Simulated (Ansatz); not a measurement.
Si20AsH28⁻, relaxed as a singlet with RKS PBE-D4/def2-SVP in Ansatz, starting from a model built from a lattice or polyhedron. Force threshold 0.03 eV/Å.

Single mean-field runs in def2-SVP are fitted with def2-universal-jkfit.

Start:

```xyz
49

As    2.405   -0.637   -3.352
Si    0.446    2.666   -3.229
Si    4.319   -1.873   -0.272
Si    1.144   -3.718   -1.421
Si   -0.802   -0.425   -1.287
Si   -2.065   -3.495    0.667
Si    1.103   -1.659    1.803
Si   -4.040   -0.172    0.802
Si    2.363    1.393   -0.165
Si    0.393    4.715    0.021
Si   -0.868    1.617    1.989
Si   -2.789    2.881   -1.102
Si   -2.124   -1.451    3.883
Si    3.068   -2.571   -2.139
Si   -0.865    4.031   -1.850
Si    3.019   -0.489    1.104
Si   -0.160   -2.311   -0.046
Si   -2.107    0.985    0.082
Si   -3.395   -2.110    2.030
Si   -0.207   -0.279    3.178
Si    1.063    2.809    1.252
H     3.598    0.076   -3.813
H     1.658   -1.057   -4.502
H    -0.323    2.253   -4.358
H     1.625    3.383   -3.663
H     5.516   -1.176   -0.690
H     4.712   -3.059    0.482
H     0.388   -4.159   -2.578
H     1.564   -4.887   -0.654
H    -1.592   -0.825   -2.432
H    -2.843   -3.902   -0.483
H    -1.627   -4.658    1.417
H     1.526   -2.834    2.570
H    -4.821   -0.612   -0.351
H    -4.852    0.681    1.644
H     3.553    2.114   -0.553
H     1.575    5.422   -0.387
H    -0.426    5.572    0.868
H    -1.659    2.498    2.807
H    -3.564    2.451   -2.285
H    -3.557    3.700   -0.265
H    -1.694   -2.572    4.670
H    -2.907   -0.561    4.726
H     3.863   -3.413   -2.991
H    -1.262    5.221   -2.603
H     3.803   -0.083    2.245
H    -4.542   -2.837    2.464
H     0.563    0.145    4.358
H     1.824    3.212    2.408
```

```
step   energy (eV)  largest force component (eV/Å)  SCF passes
   1  -218708.6118                           3.577          48
   2  -218710.7587                           1.612          31
   3  -218711.5743                           0.642          24
   4  -218712.0724                           0.410          22
   5  -218712.4546                           0.318          21
   6  -218712.7316                           0.286          21
   7  -218712.9724                           0.216          20
   8  -218713.0828                           0.386          21
   9  -218713.1624                           0.371          21
  10  -218713.2547                           0.378          21
  11  -218713.3252                           0.278          21
  13  -218713.3809                           0.147          20
  15  -218713.4072                           0.075          20
  17  -218713.4260                           0.363          19
  19  -218713.4494                           0.137          19
  21  -218713.4715                           0.108          19
  23  -218713.4897                           0.413          19
  25  -218713.5086                           0.298          19
  27  -218713.5203                           0.194          20
  29  -218713.5269                           0.060          22
  31  -218713.5300                           0.025          20
  33  -218713.5308                           0.019          21
```

Force components are those of the run's own axes.

End:

| atom | x (Å) | y (Å) | z (Å) |
| --- | --- | --- | --- |
| As1 | 1.588 | -1.227 | -4.135 |
| Si2 | 1.627 | 2.644 | -1.975 |
| Si3 | 3.961 | -1.210 | -0.992 |
| Si4 | 1.177 | -3.832 | -1.227 |
| Si5 | -0.284 | -0.287 | -1.360 |
| Si6 | -2.074 | -3.501 | 0.665 |
| Si7 | 1.084 | -1.553 | 1.695 |
| Si8 | -3.907 | -0.198 | 0.616 |
| Si9 | 2.330 | 2.029 | 0.196 |
| Si10 | 0.032 | 4.918 | 0.352 |
| Si11 | -1.019 | 1.636 | 2.001 |
| Si12 | -2.400 | 2.689 | -1.375 |
| Si13 | -2.126 | -1.460 | 3.846 |
| Si14 | 2.710 | -2.550 | -2.464 |
| Si15 | -0.386 | 3.863 | -1.722 |
| Si16 | 2.794 | -0.196 | 0.789 |
| Si17 | -0.213 | -2.294 | -0.115 |
| Si18 | -1.890 | 0.834 | -0.029 |
| Si19 | -3.411 | -2.067 | 1.965 |
| Si20 | -0.223 | -0.250 | 3.164 |
| Si21 | 0.786 | 3.090 | 1.635 |
| H22 | 2.102 | -2.175 | -5.259 |
| H23 | 0.290 | -2.050 | -4.024 |
| H24 | 1.697 | 1.621 | -3.071 |
| H25 | 2.598 | 3.757 | -2.356 |
| H26 | 4.711 | -0.143 | -1.764 |
| H27 | 5.022 | -2.114 | -0.393 |
| H28 | 0.396 | -4.698 | -2.194 |
| H29 | 1.910 | -4.775 | -0.296 |
| H30 | -1.319 | -0.681 | -2.427 |
| H31 | -2.886 | -4.005 | -0.508 |
| H32 | -1.696 | -4.723 | 1.479 |
| H33 | 1.757 | -2.648 | 2.499 |
| H34 | -4.672 | -0.696 | -0.591 |
| H35 | -4.838 | 0.733 | 1.365 |
| H36 | 3.644 | 2.759 | 0.424 |
| H37 | 1.098 | 5.985 | 0.239 |
| H38 | -1.202 | 5.573 | 0.928 |
| H39 | -2.072 | 2.328 | 2.841 |
| H40 | -2.966 | 2.220 | -2.698 |
| H41 | -3.402 | 3.667 | -0.795 |
| H42 | -1.741 | -2.711 | 4.606 |
| H43 | -2.948 | -0.615 | 4.796 |
| H44 | 3.713 | -3.438 | -3.177 |
| H45 | -0.516 | 4.891 | -2.827 |
| H46 | 3.830 | -0.033 | 1.892 |
| H47 | -4.672 | -2.758 | 2.447 |
| H48 | 0.576 | 0.154 | 4.387 |
| H49 | 1.427 | 3.497 | 2.943 |

Bonds formed: Si2–Si9 (atoms count from 1).

The force fell under the threshold at step 30, but the optimiser went on. No frequencies were taken in this run, so the end may be a saddle point.

It took 2 min on 2 threads of AMD EPYC 7R13 on a shared host and a share (18 GiB) of an NVIDIA H100 80GB HBM3, peak host memory 1.1 GiB.
